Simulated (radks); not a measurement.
Results of a calculation; reference values are marked as such.
All-electron atom: O4+ in [He] 2s2.

Code: a radial shooting solver on a logarithmic mesh with Libxc functionals. Model: non-relativistic Kohn-Sham, SOGGA, spin-polarised, spherical densities, point nucleus.

Energy parts (hartree):
| part | energy |
|---|---|
| total | -68.03795 |
| kinetic | 67.94606 |
| electron-nucleus | -147.08053 |
| Hartree | 16.81452 |
| exchange-correlation | -5.71801 |

Orbitals (lengths in bohr, moments of r in powers of bohr; r(max) is where P^2 peaks):
1s: occ. 2; eigenvalue (hartree) -22.69819; r(max) 0.1295
2s: occ. 2; eigenvalue (hartree) -3.75458; r(max) 0.7855

The highest occupied level is 2s at -102.17 eV. Summed over all electrons, <r^2> = 2.151 bohr^2, which gives a Langevin (diamagnetic) susceptibility term of -1.7 x 10^-6 cm^3/mol.
